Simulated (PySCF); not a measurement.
Compound: C5H4FO2P3.
Bonds: C1–O2, O2–C3, C3–O4 (double), C3–C5, C5–P6 (aromatic), P6–C7 (aromatic), C7–P8 (aromatic), P8–C9 (aromatic), C9–F10, C9–P11 (aromatic), C5–P11 (aromatic). Hydrogens: H12, H13, H14 on C1; H15 on C7.

Probes without a nucleus sit at each ring's centroid and 1 Å off its mean plane on both sides; NICS is minus the shielding there, NICSzz its component along the normal. Level: GIAO PBE0/pcSseg-1 (PySCF, non-relativistic, gas phase) on the GFN2-xTB geometry, one conformer.

Ring bond lengths (Å), with Mayer bond orders in brackets: C5–P6 1.746 (1.26), P6–C7 1.732 (1.28), C7–P8 1.730 (1.30), P8–C9 1.743 (1.25), C9–P11 1.741 (1.23), P11–C5 1.743 (1.25).

Question: What do the NICS probes read (ppm)?

Answer: 
| ring | type | NICS(0) | NICS(1), two faces | NICS(1)zz, two faces | rms pucker (Å) | centre to ring atoms, mean (Å) |
| --- | --- | --- | --- | --- | --- | --- |
| C5–P6–C7–P8–C9–P11 | 6-membered ring with 3 P; formal bonds all aromatic | -7.1 | -9.8 / -9.8 | -22.4 / -22.4 | 0.00 | 1.72 |

Question: What can be read from them?

Answer: 
- C5–P6–C7–P8–C9–P11: mean NICS(1)zz -22.4 ppm, shielded.

Question: How equal are the bonds by HOMA? HOMA = 1 − mean of α(R − Ropt)² over the ring bonds, with Krygowski's 1993 parameters (CP: Ropt 1.698 Å, α 118.91 Å⁻²).

Answer: 
- C5–P6–C7–P8–C9–P11: HOMA 0.80; the largest term is that of C5–P6, α(R − Ropt)² = 0.27.

Question: What field does 14.1 T along the ring normal induce along that normal at the second NICS(1) probe listed for ring C5–P6–C7–P8–C9–P11, 1 Å off the ring?

Answer: NICSzz × B0 = -22.4 ppm × 14.1 T = -316 μT, against the applied field.

Time: 53 s of wall time; peak memory 1.0 GiB. Hardware: one thread, Arm Neoverse V1 (aarch64) (shared host). This is the whole shielding run at PBE0/pcSseg-1, SCF included.

Conformer computed: `[CH3:1][O:2][C:3](=[O:4])[c:5]1[p:6][cH:7][p:8][c:9]([F:10])[p:11]1`: C1–O2–C3–O4 1°, O2–C3–C5–P6 -179°.
